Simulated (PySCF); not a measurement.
CH₈Si₂, triplet, at a GFN2-xTB geometry of the parent state (a higher spin typed on purpose: for a closed-shell molecule this is an excited state) (in this run its highest filled SCF level lies above zero, so its values depend strongly on the basis, on diffuse functions most of all); MP2/STO-3G run with PySCF.

Input for PySCF:
```python
from pyscf import gto, scf, mp

mol = gto.Mole()
mol.atom = '''
    Si    1.469501    0.675243   -0.004315
    C     0.249959   -0.773362   -0.140745
    Si   -1.582865   -0.324499    0.068147
    H     2.839701    0.182994   -0.185178
    H     1.181014    1.668952   -1.040543
    H     1.358676    1.297376    1.316715
    H     0.513805   -1.524899    0.604684
    H     0.384534   -1.254531   -1.110514
    H    -1.982528    0.632796   -0.965442
    H    -1.804865    0.261220    1.391816
    H    -2.402995   -1.534148   -0.060719
'''
mol.basis = 'sto-3g'
mol.charge = 0
mol.spin = 2
mol.verbose = 5
mol.build()

mf = scf.UHF(mol)
mf.kernel()

pt = mp.MP2(mf)
pt.kernel()
print('E(MP2) = %.10f' % pt.e_tot)
mf.analyze()
```

Output, abridged:

```
PySCF version 2.14.0

[INPUT] verbose = 5
[INPUT] max_memory = 4000
[INPUT] num. atoms = 11
[INPUT] num. electrons = 42
[INPUT] charge = 0
[INPUT] spin (= nelec alpha-beta = 2S) = 2
[INPUT] symmetry False subgroup None
[INPUT] Mole.unit = angstrom
[INPUT] Symbol           X                Y                Z      unit          X                Y                Z       unit  Magmom
[...]
[INPUT] ---------------- BASIS SET ----------------
[INPUT] l, kappa, [nprim/nctr], expnt,             c_1 c_2 ...
[INPUT] Si
[...]
                                74.28083305       0.5353281423
                                20.10329229       0.4446345422
[...]
                                5.389706871       0.3995128261
                                1.752899952       0.7001154689
[...]
                                0.4125648801      0.2255954336
                                0.1614750979      0.900398426
[...]
                                5.389706871       0.6076837186
                                1.752899952       0.3919573931
[...]
                                0.4125648801      0.5951670053
                                0.1614750979      0.462001012
[INPUT] H
[...]
                                0.62391373        0.53532814
                                0.1688554         0.44463454
[INPUT] C
[...]
                                13.045096         0.53532814
                                3.5305122         0.44463454
[...]
                                0.6834831         0.39951283
                                0.2222899         0.70011547
[...]
                                0.6834831         0.60768372
                                0.2222899         0.39195739

nuclear repulsion = 150.449941345671
number of shells = 21
number of NR pGTOs = 93
number of NR cGTOs = 31
basis = sto-3g
ecp = {}

******** <class 'pyscf.scf.uhf.UHF'> ********
method = UHF
initial guess = minao
damping factor = 0
level_shift factor = 0
DIIS = <class 'pyscf.scf.diis.CDIIS'>
diis_start_cycle = 1
diis_space = 8
diis_damp = 0
SCF conv_tol = 1e-09
SCF conv_tol_grad = None
SCF max_cycles = 50
direct_scf = True
direct_scf_tol = 1e-13
number electrons alpha = 22  beta = 20
Set gradient conv threshold to 3.16228e-05
E1 = -1148.48290047382  E2 = 385.3464902226939  Ecoul = 434.05688988821026  Exc = -48.71039966551638
init E= -612.686468905455
cond(S) = 9.34770104724023

  alpha mo_energy =
[-67.9799267  -67.97991253 -11.15633311  -5.99012644  -5.98973975
  -3.99711188  -3.99665518  -3.9965448   -3.99649483  -3.9964469
  -3.99603828  -1.2856899   -0.84660153  -0.79159337  -0.5372674
  -0.4556871   -0.40367727  -0.39810913  -0.38139349  -0.34529714
  -0.30470578   0.30769145   0.37153696   0.40338143   0.41315341
   0.41446744   0.43238718   0.44392735   0.49564562   0.57996963
   0.58506354]
  beta  mo_energy =
[-67.9799267  -67.97991253 -11.15633311  -5.99012644  -5.98973975
  -3.99711188  -3.99665518  -3.9965448   -3.99649483  -3.9964469
  -3.99603828  -1.2856899   -0.84660153  -0.79159337  -0.5372674
  -0.4556871   -0.40367727  -0.39810913  -0.38139349  -0.34529714
  -0.30470578   0.30769145   0.37153696   0.40338143   0.41315341
   0.41446744   0.43238718   0.44392735   0.49564562   0.57996963
   0.58506354]
multiplicity <S^2> = 2  2S+1 = 3
E1 = -1151.9869682056083  E2 = 388.7489979499314  Ecoul = 437.78211663591384  Exc = -49.03311868598246
cycle= 1 E= -612.788028910006  delta_E= -0.102  |g|= 0.139  |ddm|= 3.41

  alpha mo_energy =
[-67.94563467 -67.94561834 -10.92799988  -5.93667965  -5.93636946
  -3.96386985  -3.96338998  -3.95630636  -3.95537564  -3.95446732
  -3.95435938  -0.93415844  -0.69457173  -0.66552802  -0.53975029
  -0.49247566  -0.43699259  -0.4092119   -0.40869961  -0.40428057
  -0.39803699   0.14662281   0.47765525   0.51256743   0.53517419
   0.54119802   0.54126347   0.56473003   0.59138466   0.7325522
   0.73677387]
  beta  mo_energy =
[-6.79397528e+01 -6.79397366e+01 -1.08959134e+01 -5.92583879e+00
 -5.92552538e+00 -3.95054028e+00 -3.94998183e+00 -3.94985582e+00
 -3.94959189e+00 -3.94395852e+00 -3.94341648e+00 -8.45797741e-01
 -6.31145914e-01 -6.27818420e-01 -5.17026693e-01 -3.96355322e-01
 -3.91503874e-01 -3.88360208e-01 -3.82220091e-01 -3.41111425e-01
  9.70487673e-03  5.37628347e-01  5.61281694e-01  5.64344298e-01
  5.70200383e-01  5.90614820e-01  5.95415117e-01  6.07077413e-01
  6.88461787e-01  7.63540038e-01  7.73179063e-01]
multiplicity <S^2> = 2.004296  2S+1 = 3.0028627
E1 = -1151.6431505983674  E2 = 388.3725381545355  Ecoul = 437.4254096491436  Exc = -49.0528714946081
cycle= 2 E= -612.820671098161  delta_E= -0.0326  |g|= 0.0592  |ddm|= 0.538

  alpha mo_energy =
[-67.94315919 -67.94314296 -11.01089486  -5.93637045  -5.93604973
  -3.9666845   -3.96632966  -3.95594117  -3.9556272   -3.95551857
  -3.95487861  -0.96842572  -0.69830168  -0.66961202  -0.56670187
  -0.5095638   -0.44698256  -0.41973095  -0.41620386  -0.41346475
  -0.40881032   0.11048777   0.45461419   0.5181345    0.53514001
   0.54476988   0.54666774   0.56192047   0.58460472   0.70695699
   0.71219975]
  beta  mo_energy =
[-6.79374850e+01 -6.79374689e+01 -1.09744560e+01 -5.92594315e+00
 -5.92561911e+00 -3.95273913e+00 -3.95165506e+00 -3.95134519e+00
 -3.95122362e+00 -3.94476318e+00 -3.94437057e+00 -8.62335664e-01
 -6.40600024e-01 -6.36287306e-01 -5.41101512e-01 -4.07338534e-01
 -4.05010665e-01 -4.03455886e-01 -3.88941990e-01 -3.60222275e-01
  1.61066720e-02  5.34165150e-01  5.54678435e-01  5.59513502e-01
  5.59972311e-01  5.85167223e-01  5.88545059e-01  6.01914071e-01
  6.76264210e-01  7.38615508e-01  7.49784186e-01]
multiplicity <S^2> = 2.009604  2S+1 = 3.0063958
E1 = -1151.8138423441385  E2 = 388.53422598196295  Ecoul = 437.60650687599457  Exc = -49.07228089403162
cycle= 3 E= -612.829675016504  delta_E= -0.009  |g|= 0.0281  |ddm|= 0.39

  alpha mo_energy =
[-67.93855615 -67.93853984 -10.97837924  -5.93168372  -5.93136486
  -3.96378337  -3.96346281  -3.95194664  -3.95183689  -3.95145213
[...]
converged SCF energy = -612.83316470109  <S^2> = 2.0135465  2S+1 = 3.0090174
E(UMP2) = -612.967265492044  E_corr = -0.134100790953566
E(SCS-UMP2) = -612.984323716422  E_corr = -0.151159015331963
E(MP2) = -612.9672654920
Total Energy =                        -612.833164701090368
[...]
4 H 1s          -0.06172  -0.03133  -0.33056   0.27745   0.32251
5 H 1s          -0.06172  -0.03133  -0.33057  -0.27745   0.32250
6 H 1s           0.00002  -0.03590   0.09070  -0.25953   0.00016
7 H 1s           0.00002  -0.03590   0.09071   0.25953   0.00017
8 H 1s           0.06176  -0.03125  -0.32936   0.27725  -0.32372
9 H 1s           0.06176  -0.03125  -0.32937  -0.27723  -0.32374
10 H 1s          0.18662  -0.35612  -0.02990   0.00000  -0.16376
               #26       #27       #28       #29       #30
0 Si 1s          0.00007   0.00000  -0.00001  -0.00043   0.00005
0 Si 2s         -0.00063  -0.00000   0.00041   0.00316  -0.00020
0 Si 3s          0.02648   0.00000   0.00225  -0.17853   0.03229
0 Si 2px        -0.01506   0.00124  -0.01744   0.00152   0.00468
0 Si 2py        -0.00438  -0.00259  -0.00084  -0.01458  -0.00199
0 Si 2pz         0.00044   0.01641   0.00118  -0.00241  -0.00067
0 Si 3px         0.50915  -0.04149   0.55480  -0.03895  -0.15957
0 Si 3py         0.14214   0.08679   0.02052   0.45585   0.04254
0 Si 3pz        -0.01596  -0.55059  -0.03858   0.07479   0.01873
1 C 1s          -0.00594  -0.00000   0.00000   0.00000  -0.00684
1 C 2s           0.42965   0.00000  -0.00034  -0.00007   0.41447
1 C 2px         -0.05562   0.00001   0.31436   0.58818   0.17083
1 C 2py          0.17302  -0.00001   0.10283   0.19260  -0.52849
1 C 2pz          0.03147   0.00011  -0.00748  -0.01397  -0.09617
2 Si 1s          0.00007  -0.00000   0.00001   0.00043   0.00005
2 Si 2s         -0.00063   0.00000  -0.00041  -0.00316  -0.00020
2 Si 3s          0.02650  -0.00000  -0.00226   0.17858   0.03230
2 Si 2px         0.01472  -0.00124  -0.01462  -0.00730  -0.00262
2 Si 2py         0.00537   0.00259  -0.00966   0.01269  -0.00438
2 Si 2pz        -0.00026  -0.01642  -0.00042   0.00255  -0.00049
2 Si 3px        -0.49402   0.04152   0.46131   0.23507   0.10417
2 Si 3py        -0.18626  -0.08684   0.31234  -0.39171   0.12892
2 Si 3pz         0.00787   0.55092   0.01447  -0.07946   0.01247
3 H 1s          -0.30185  -0.00000  -0.36131   0.22024   0.09148
4 H 1s          -0.00599  -0.30580   0.04537  -0.07998  -0.03726
5 H 1s          -0.00599   0.30579   0.04537  -0.07998  -0.03725
6 H 1s          -0.13943  -0.00010   0.00012   0.00002  -0.46410
7 H 1s          -0.13943   0.00009   0.00012   0.00002  -0.46408
8 H 1s          -0.00604   0.30598  -0.04539   0.07998  -0.03726
9 H 1s          -0.00604  -0.30598  -0.04539   0.07998  -0.03725
10 H 1s         -0.30133  -0.00000   0.36175  -0.22027   0.09149
               #31
0 Si 1s         -0.00000
0 Si 2s          0.00000
0 Si 3s         -0.00000
0 Si 2px         0.00065
0 Si 2py        -0.00136
0 Si 2pz         0.00864
0 Si 3px        -0.01954
0 Si 3py         0.04088
0 Si 3pz        -0.25934
1 C 1s           0.00000
1 C 2s          -0.00001
1 C 2px          0.04992
1 C 2py         -0.10441
1 C 2pz          0.66243
2 Si 1s         -0.00000
2 Si 2s          0.00000
2 Si 3s         -0.00000
2 Si 2px         0.00065
2 Si 2py        -0.00136
2 Si 2pz         0.00864
2 Si 3px        -0.01955
2 Si 3py         0.04088
2 Si 3pz        -0.25937
3 H 1s          -0.00000
4 H 1s          -0.12522
5 H 1s           0.12522
6 H 1s          -0.41609
7 H 1s           0.41611
8 H 1s          -0.12523
9 H 1s           0.12523
10 H 1s         -0.00000

To work with the spin densities directly, `use mulliken_meta_spin()` only printing them here.

 ** Mulliken spin pop alpha/beta on meta-lowdin orthogonal AOs **
 ** Mulliken Spin Density (per AO)  **
spin_pop of  0 Si 1s        0.00000
spin_pop of  0 Si 2s        0.00002
spin_pop of  0 Si 3s        0.11259
spin_pop of  0 Si 2px       0.00005
spin_pop of  0 Si 2py       0.00016
spin_pop of  0 Si 2pz      -0.00003
spin_pop of  0 Si 3px       0.09975
spin_pop of  0 Si 3py       0.27138
spin_pop of  0 Si 3pz       0.03070
spin_pop of  1 C 1s        0.00003
spin_pop of  1 C 2s        0.20941
spin_pop of  1 C 2px       0.50686
spin_pop of  1 C 2py       0.23074
spin_pop of  1 C 2pz       0.06889
spin_pop of  2 Si 1s        0.00000
spin_pop of  2 Si 2s        0.00002
spin_pop of  2 Si 3s        0.11266
spin_pop of  2 Si 2px       0.00020
spin_pop of  2 Si 2py       0.00000
spin_pop of  2 Si 2pz      -0.00003
spin_pop of  2 Si 3px       0.32201
spin_pop of  2 Si 3py       0.04638
spin_pop of  2 Si 3pz       0.03367
spin_pop of  3 H 1s        0.08170
spin_pop of  4 H 1s       -0.02401
spin_pop of  5 H 1s       -0.02401
spin_pop of  6 H 1s       -0.05640
spin_pop of  7 H 1s       -0.05640
spin_pop of  8 H 1s       -0.02401
spin_pop of  9 H 1s       -0.02401
spin_pop of  10 H 1s        0.08170
 ** Mulliken Spin Density (per atom)  **
spin density of  0 Si =      0.51460
spin density of  1 C =      1.01592
spin density of  2 Si =      0.51492
spin density of  3 H =      0.08170
spin density of  4 H =     -0.02401
spin density of  5 H =     -0.02401
spin density of  6 H =     -0.05640
spin density of  7 H =     -0.05640
spin density of  8 H =     -0.02401
spin density of  9 H =     -0.02401
spin density of  10 H =      0.08170
 ** Mulliken pop alpha/beta on meta-lowdin orthogonal AOs **
 ** Mulliken pop       alpha | beta **
[...]
In total            22.00000 | 20.00000
 ** Mulliken atomic charges   ( Nelec_alpha | Nelec_beta ) **
charge of  0Si =      0.52371  (     6.99545      6.48084 )
charge of  1C =     -0.21672  (     3.61632      2.60040 )
charge of  2Si =      0.52365  (     6.99564      6.48071 )
charge of  3H =     -0.14588  (     0.61379      0.53209 )
charge of  4H =     -0.14774  (     0.56187      0.58588 )
charge of  5H =     -0.14774  (     0.56187      0.58588 )
charge of  6H =      0.02606  (     0.45877      0.51517 )
charge of  7H =      0.02606  (     0.45877      0.51517 )
charge of  8H =     -0.14775  (     0.56187      0.58588 )
charge of  9H =     -0.14775  (     0.56187      0.58588 )
charge of  10H =     -0.14589  (     0.61379      0.53210 )
Dipole moment(X, Y, Z, Debye):  0.31431, -0.97055, -0.17668
```
